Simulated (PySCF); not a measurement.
I2Zn (SMILES [I][Zn][I]), singlet, at a GFN2-xTB geometry (such geometries of metal compounds can be far from the true shape) (core potentials on I); DF-M062X/def2-TZVPD run with PySCF.

PySCF was given this input:
```python
from pyscf import gto, scf, dft

mol = gto.Mole()
mol.atom = '''
    Zn    0.00000000    0.00000000    0.00000000
    I    -0.00000000   -0.00000000   -2.44623139
    I     0.00000000    0.00000000    2.44623139
'''
mol.basis = 'def2-tzvpd'
mol.ecp = {'I': 'def2-tzvpd'}
mol.verbose = 4
mol.build()

mf = dft.RKS(mol)
mf.xc = 'm062x'
mf = mf.density_fit(auxbasis='def2-universal-jkfit')
mf.kernel()
mf.analyze()
```

What the program printed (banner, timings and long lists left out):

```
PySCF version 2.14.0

[INPUT] verbose = 4
[INPUT] num. atoms = 3
[INPUT] num. electrons = 80
[INPUT] charge = 0
[INPUT] spin (= nelec alpha-beta = 2S) = 0
[INPUT] symmetry False subgroup None
[INPUT] Mole.unit = angstrom
[INPUT] Symbol           X                Y                Z      unit          X                Y                Z       unit  Magmom
[INPUT]  1 Zn     0.000000000000   0.000000000000   0.000000000000 AA    0.000000000000   0.000000000000   0.000000000000 Bohr   0.0
[INPUT]  2 I      0.000000000000   0.000000000000  -2.446231390000 AA    0.000000000000   0.000000000000  -4.622707364414 Bohr   0.0
[INPUT]  3 I      0.000000000000   0.000000000000   2.446231390000 AA    0.000000000000   0.000000000000   4.622707364414 Bohr   0.0

nuclear repulsion = 392.086251003631
number of shells = 55
number of NR pGTOs = 306
number of NR cGTOs = 169
basis = def2-tzvpd
ecp = {'I': 'def2-tzvpd'}

******** <class 'pyscf.df.df_jk.DFRKS'> ********
method = DFRKS
initial guess = minao
damping factor = 0
level_shift factor = 0
DIIS = <class 'pyscf.scf.diis.CDIIS'>
diis_start_cycle = 1
diis_space = 8
diis_damp = 0
SCF conv_tol = 1e-09
SCF conv_tol_grad = None
SCF max_cycles = 50
direct_scf = False
XC library pyscf.dft.libxc version 7.1.2
    S. Lehtola, C. Steigemann, M. J. T. Oliveira, and M. A. L. Marques,  SoftwareX 7, 1–5 (2018)
XC functionals = m062x
    Y. Zhao and D. G. Truhlar,  Theor. Chem. Acc. 120, 215 (2008)
    Y. Zhao and D. G. Truhlar,  Theor. Chem. Acc. 120, 215 (2008)
radial grids:
    Treutler-Ahlrichs [JCP 102, 346 (1995); DOI:10.1063/1.469408] (M4) radial grids

becke partition: Becke, JCP 88, 2547 (1988); DOI:10.1063/1.454033
pruning grids: <function nwchem_prune>
grids dens level: 3
symmetrized grids: False
atomic radii adjust function: <function treutler_atomic_radii_adjust>
small_rho_cutoff = 0
Set gradient conv threshold to 3.16228e-05
Initial guess from minao.
tot grids = 64560
******** <class 'pyscf.df.df.DF'> ********
auxbasis = def2-universal-jkfit
init E= -2289.49383427132
  HOMO = -1.16742628313045  LUMO = -0.775270263727108  gap/eV = 10.67111
cycle= 1 E= -2371.81598012747  delta_E= -82.3  |g|=  4.4  |ddm|= 27.3
  HOMO = -0.0756722913781678  LUMO = 0.00987459119707514  gap/eV = 2.32785
cycle= 2 E= -2371.54308674751  delta_E= 0.273  |g|= 4.37  |ddm|= 10.9
  HOMO = -0.316323900297372  LUMO = -0.014832199196064  gap/eV = 8.20401
cycle= 3 E= -2374.56572780826  delta_E= -3.02  |g|= 1.15  |ddm|=  5.2
  HOMO = -0.335927893721367  LUMO = -0.076784508330527  gap/eV = 7.05165
cycle= 4 E= -2374.73586676413  delta_E= -0.17  |g|= 0.594  |ddm|= 0.888
  HOMO = -0.326072805345169  LUMO = -0.0651898811460993  gap/eV = 7.09899
cycle= 5 E= -2374.75490559552  delta_E= -0.019  |g|= 0.156  |ddm|= 0.287
  HOMO = -0.328225670270754  LUMO = -0.0517764203156089  gap/eV = 7.52257
cycle= 6 E= -2374.76158315597  delta_E= -0.00668  |g|= 0.0419  |ddm|= 0.176
  HOMO = -0.32991532577797  LUMO = -0.0499885227351336  gap/eV = 7.61720
cycle= 7 E= -2374.76177394241  delta_E= -0.000191  |g|= 0.00564  |ddm|= 0.0346
  HOMO = -0.329945161498241  LUMO = -0.0503635349012471  gap/eV = 7.60780
cycle= 8 E= -2374.76178573659  delta_E= -1.18e-05  |g|= 0.00154  |ddm|= 0.0106
  HOMO = -0.3298382520955  LUMO = -0.0502187932775619  gap/eV = 7.60883
cycle= 9 E= -2374.76178631523  delta_E= -5.79e-07  |g|= 0.000239  |ddm|= 0.00259
  HOMO = -0.329852425839244  LUMO = -0.0502235139772609  gap/eV = 7.60909
cycle= 10 E= -2374.76178633482  delta_E= -1.96e-08  |g|= 3.01e-05  |ddm|= 0.000579
  HOMO = -0.329851848077226  LUMO = -0.0502232453933531  gap/eV = 7.60908
cycle= 11 E= -2374.76178633508  delta_E= -2.62e-10  |g|= 4.04e-06  |ddm|= 5.38e-05
  HOMO = -0.329852362262894  LUMO = -0.0502232743373342  gap/eV = 7.60910
Extra cycle  E= -2374.76178633508  delta_E= 3.18e-12  |g|= 5.3e-06  |ddm|= 6.96e-06
converged SCF energy = -2374.76178633508
**** SCF Summaries ****
Total Energy =                       -2374.761786335081524
Nuclear Repulsion Energy =             392.086251003630593
One-electron Energy =                -4300.858327785093024
Two-electron Energy =                 1534.010290446380850
Two-electron Coulomb Energy =         1649.554753098068659
DFT Exchange-Correlation Energy =     -115.544462651687837
HOMO-LUMO gap [eV] =                     7.609095053962928
**** MO energy ****
MO #1   energy= -349.455639845393  occ= 2
MO #2   energy= -42.9624040951074  occ= 2
MO #3   energy= -37.9435774643958  occ= 2
MO #4   energy= -37.9435774643957  occ= 2
MO #5   energy= -37.9416442768351  occ= 2
MO #6   energy= -7.10479934370344  occ= 2
MO #7   energy= -7.1047943097937   occ= 2
MO #8   energy= -5.14039674375286  occ= 2
MO #9   energy= -5.0950786156095   occ= 2
MO #10  energy= -5.09507686077739  occ= 2
MO #11  energy= -5.08930243512549  occ= 2
MO #12  energy= -5.08930243512543  occ= 2
MO #13  energy= -5.08930239897849  occ= 2
MO #14  energy= -5.08930239897843  occ= 2
MO #15  energy= -3.51857466756378  occ= 2
MO #16  energy= -3.5185746675637   occ= 2
MO #17  energy= -3.51686857662393  occ= 2
MO #18  energy= -2.06360723777068  occ= 2
MO #19  energy= -2.06359159868722  occ= 2
MO #20  energy= -2.06104657527517  occ= 2
MO #21  energy= -2.06104657527514  occ= 2
MO #22  energy= -2.0610352477064   occ= 2
MO #23  energy= -2.06103524770636  occ= 2
MO #24  energy= -2.05594516744265  occ= 2
MO #25  energy= -2.05594277334123  occ= 2
MO #26  energy= -2.05593229007643  occ= 2
MO #27  energy= -2.05592989559275  occ= 2
MO #28  energy= -0.794745236731328 occ= 2
MO #29  energy= -0.779054100557681 occ= 2
MO #30  energy= -0.708574545214295 occ= 2
MO #31  energy= -0.708563692753932 occ= 2
MO #32  energy= -0.708238465746962 occ= 2
MO #33  energy= -0.708238465746882 occ= 2
MO #34  energy= -0.69566938073078  occ= 2
MO #35  energy= -0.420562279517831 occ= 2
MO #36  energy= -0.368574814941654 occ= 2
MO #37  energy= -0.341955651838829 occ= 2
MO #38  energy= -0.34195565183874  occ= 2
MO #39  energy= -0.329852362263019 occ= 2
MO #40  energy= -0.329852362262894 occ= 2
MO #41  energy= -0.0502232743373342 occ= 0
MO #42  energy= -0.0184915128332429 occ= 0
MO #43  energy= -0.0184915128332097 occ= 0
MO #44  energy= 0.00812721061694664 occ= 0
MO #45  energy= 0.0215687387398055 occ= 0
MO #46  energy= 0.021568738739849  occ= 0
MO #47  energy= 0.0252610812652669 occ= 0
MO #48  energy= 0.0365844525389713 occ= 0

WARN: Weak orthogonality for localized orbitals 1.7792661514903477e-08

Dipole moment(X, Y, Z, Debye):  0.00000,  0.00000,  0.00000
```
